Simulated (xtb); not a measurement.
A run for xtb: GFN2-xTB on CdH4Si (SMILES [SiH3][CdH]), a point of a bond scan (R = 1.487 Å).

```
$ xtb mol.xyz --gfn 2 --sp --chrg 0 --uhf 0
6

Cd    -0.56643322    -0.31054170    -0.07977578
H     -2.04529859    -1.12131577    -0.28805742
Si     1.63488208     0.89630877     0.23025485
H      2.24913649     0.59379975     1.54999129
H      1.47089364     2.37203423     0.15366084
H      2.62571392     0.51316070    -0.80992508
```

It printed:

```
[...]
           -------------------------------------------------
          |                Calculation Setup                |
           -------------------------------------------------



           -------------------------------------------------
          |                 G F N 2 - x T B                 |
           -------------------------------------------------

        Reference                      10.1021/acs.jctc.8b01176
      * Hamiltonian:
        H0-scaling (s, p, d)           1.850000    2.230000    2.230000
        zeta-weighting                 0.500000
      * Dispersion:
        s8                             2.700000
        a1                             0.520000
        a2                             5.000000
        s9                             5.000000
      * Repulsion:
        kExp                           1.500000    1.000000
        rExp                           1.000000
      * Coulomb:
        alpha                          2.000000
        third order                    shell-resolved
        anisotropic                    true
        a3                             3.000000
        a5                             4.000000
        cn-shift                       1.200000
        cn-exp                         4.000000
        max-rad                        5.000000


          ...................................................
          :                      SETUP                      :
          :.................................................:
          :  # basis functions                  18          :
          :  # atomic orbitals                  17          :
          :  # shells                            9          :
          :  # electrons                        10          :
          :  max. iterations                   250          :
          :  Hamiltonian                  GFN2-xTB          :
          :  restarted?                      false          :
          :  GBSA solvation                  false          :
          :  PC potential                    false          :
          :  electronic temp.          300.0000000     K    :
          :  accuracy                    1.0000000          :
          :  -> integral cutoff          0.2500000E+02      :
          :  -> integral neglect         0.1000000E-07      :
          :  -> SCF convergence          0.1000000E-05 Eh   :
          :  -> wf. convergence          0.1000000E-03 e    :
          :  Broyden damping             0.4000000          :
          :  net charge                          0          :
          :  unpaired electrons                  0          :
          ...................................................

 iter      E             dE          RMSdq      gap      omega  full diag
   1     -4.2412359 -0.424124E+01  0.262E+01    5.32       0.0  T
   2     -4.3299100 -0.886740E-01  0.125E+01    4.27       1.0  T
   3     -4.3200953  0.981467E-02  0.470E+00    4.64       1.0  T
   4     -4.3418932 -0.217979E-01  0.880E-01    4.25       1.0  T
   5     -4.3426345 -0.741252E-03  0.298E-01    4.37       1.0  T
   6     -4.3427391 -0.104672E-03  0.163E-01    4.35       1.0  T
   7     -4.3427468 -0.762550E-05  0.295E-02    4.37       1.4  T
   8     -4.3427469 -0.132034E-06  0.799E-03    4.37       5.1  T
   9     -4.3427470 -0.954543E-07  0.586E-03    4.37       7.0  T
  10     -4.3427470 -0.244100E-07  0.823E-04    4.37      49.6  T
  11     -4.3427470 -0.329037E-09  0.504E-04    4.37      80.9  T

   *** convergence criteria satisfied after 11 iterations ***

         #    Occupation            Energy/Eh            Energy/eV
      -------------------------------------------------------------
         1        2.0000           -0.6884996             -18.7350
         2        2.0000           -0.4503973             -12.2559
         3        2.0000           -0.4153998             -11.3036
         4        2.0000           -0.4153998             -11.3036
         5        2.0000           -0.3365021              -9.1567 (HOMO)
         6                         -0.1758763              -4.7858 (LUMO)
         7                         -0.1758763              -4.7858
         8                         -0.1626956              -4.4272
         9                         -0.0960357              -2.6133
        10                         -0.0960357              -2.6133
       ...                                ...                  ...
        17                          0.8899226              24.2160
      -------------------------------------------------------------
                  HL-Gap            0.1606258 Eh            4.3708 eV
             Fermi-level           -0.2561892 Eh           -6.9713 eV

 SCC (total)                   0 d,  0 h,  0 min,  0.004 sec
 SCC setup                      ...        0 min,  0.000 sec (  2.164%)
 Dispersion                     ...        0 min,  0.000 sec (  0.731%)
 classical contributions        ...        0 min,  0.000 sec (  0.413%)
 integral evaluation            ...        0 min,  0.001 sec ( 13.982%)
 iterations                     ...        0 min,  0.002 sec ( 54.496%)
 molecular gradient             ...        0 min,  0.001 sec ( 24.043%)
 printout                       ...        0 min,  0.000 sec (  3.705%)

         :::::::::::::::::::::::::::::::::::::::::::::::::::::
         ::                     SUMMARY                     ::
         :::::::::::::::::::::::::::::::::::::::::::::::::::::
         :: total energy              -4.314021136161 Eh    ::
         :: gradient norm              0.015574147439 Eh/a0 ::
         :: HOMO-LUMO gap              4.370849719427 eV    ::
         ::.................................................::
         :: SCC energy                -4.342746501627 Eh    ::
         :: -> isotropic ES            0.033616550860 Eh    ::
         :: -> anisotropic ES          0.007415235677 Eh    ::
         :: -> anisotropic XC          0.007865066372 Eh    ::
         :: -> dispersion             -0.003092485751 Eh    ::
         :: repulsion energy           0.028725365466 Eh    ::
         :: add. restraining           0.000000000000 Eh    ::
         :: total charge              -0.000000000000 e     ::
         :::::::::::::::::::::::::::::::::::::::::::::::::::::

           -------------------------------------------------
          |                Property Printout                |
           -------------------------------------------------

    * Orbital Energies and Occupations

         #    Occupation            Energy/Eh            Energy/eV
      -------------------------------------------------------------
         1        2.0000           -0.6884996             -18.7350
         2        2.0000           -0.4503973             -12.2559
         3        2.0000           -0.4153998             -11.3036
         4        2.0000           -0.4153998             -11.3036
         5        2.0000           -0.3365021              -9.1567 (HOMO)
         6                         -0.1758763              -4.7858 (LUMO)
         7                         -0.1758763              -4.7858
         8                         -0.1626956              -4.4272
         9                         -0.0960357              -2.6133
        10                         -0.0960357              -2.6133
        11                         -0.0613700              -1.6700
        12                         -0.0613700              -1.6700
        13                         -0.0139790              -0.3804
        14                          0.3620142               9.8509
        15                          0.6816039              18.5474
        16                          0.6816039              18.5474
        17                          0.8899226              24.2160
Note: The following floating-point exceptions are signalling: IEEE_UNDERFLOW_FLAG IEEE_DENORMAL
normal termination of xtb
      -------------------------------------------------------------
                  HL-Gap            0.1606258 Eh            4.3708 eV
             Fermi-level           -0.2561892 Eh           -6.9713 eV

     #   Z          covCN         q      C6AA      α(0)
     1  48 Cd       1.792     0.282   195.706    26.852
     2   1 H        0.881    -0.222    12.709     5.581
     3  14 Si       3.645     0.313   102.318    19.396
     4   1 H        0.911    -0.124     6.501     3.988
     5   1 H        0.911    -0.124     6.501     3.988
     6   1 H        0.911    -0.124     6.501     3.988

 Mol. C6AA /au·bohr⁶  :       1236.223508
 Mol. C8AA /au·bohr⁸  :      67058.506742
 Mol. α(0) /au        :         63.793928


Wiberg/Mayer (AO) data.
largest (>0.10) Wiberg bond orders for each atom

 ---------------------------------------------------------------------------
     #   Z sym  total        # sym  WBO       # sym  WBO       # sym  WBO
 ---------------------------------------------------------------------------
     1  48 Cd   1.610 --     3 Si   0.777     2 H    0.687
     2   1 H    0.951 --     1 Cd   0.687     3 Si   0.231
     3  14 Si   3.611 --     6 H    0.868     4 H    0.868     5 H    0.868
                             1 Cd   0.777     2 H    0.231
     4   1 H    0.985 --     3 Si   0.868
     5   1 H    0.985 --     3 Si   0.868
     6   1 H    0.985 --     3 Si   0.868
 ---------------------------------------------------------------------------

Topologies differ in total number of bonds
Writing topology from bond orders to xtbtopo.mol

molecular dipole:
                 x           y           z       tot (Debye)
 q only:        0.034       0.018       0.005
   full:        0.176       0.097       0.025       0.515
molecular quadrupole (traceless):
                xx          xy          yy          xz          yz          zz
 q only:       -4.205      -4.117       1.048      -1.058      -0.580       3.157
  q+dip:       -3.918      -3.837       0.977      -0.986      -0.540       2.941
   full:       -7.245      -7.095       1.806      -1.823      -0.999       5.439


           -------------------------------------------------
          | TOTAL ENERGY               -4.314021136161 Eh   |
          | GRADIENT NORM               0.015574147439 Eh/α |
          | HOMO-LUMO GAP               4.370849719427 eV   |
           -------------------------------------------------

------------------------------------------------------------------------
------------------------------------------------------------------------
 total:
 SCF:
```

The run finished.

Cost: roughly 0.04 core-seconds.
